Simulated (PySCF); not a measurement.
Working with the constants of CaBe

r²SCAN constants of CaBe, ¹Σ⁺ (singlet), closed shell (basis Ca def2-SVP, Be def2-SVP; no relativity; PySCF 2.14; masses 39.9626 and 9.0122 u):

```
ωe              : 188.5 cm⁻¹
ωexe            : 2.87 cm⁻¹
Be              : 0.20951 cm⁻¹
αe              : 0.00366 cm⁻¹
D (centrifugal) : 1.03e-06 cm⁻¹
De to Ca + Be   : 0.325 eV
```

**Question.** Give the band origin of the fundamental and the first lines of its P and R branches.

**Answer.** ν0 = ωe − 2ωexe = 182.8 cm⁻¹, B0 = 0.20768, B1 = 0.20402 cm⁻¹.

```
J″  P(J″) − ν0  R(J″) − ν0
 0                   0.408
 1      -0.415       0.809
 2      -0.838       1.202
 3      -1.268       1.588
 4      -1.705       1.966
 5      -2.149       2.338
 6      -2.601       2.701
```

**Question.** Near which J would the R branch turn back, without centrifugal distortion?

**Answer.** At J ≈ (B0 + B1)/(2(B0 − B1)) − 1 ≈ 55.

Closed-shell solutions of metal pairs were not tested for spin polarisation, which can lower them a little. The bond is weak. Basis-set superposition, not corrected here, can be much of De in a small basis, most of all at correlated wavefunction levels. Functionals without a dispersion term scatter widely for such bonds, and LDA overbinds them.
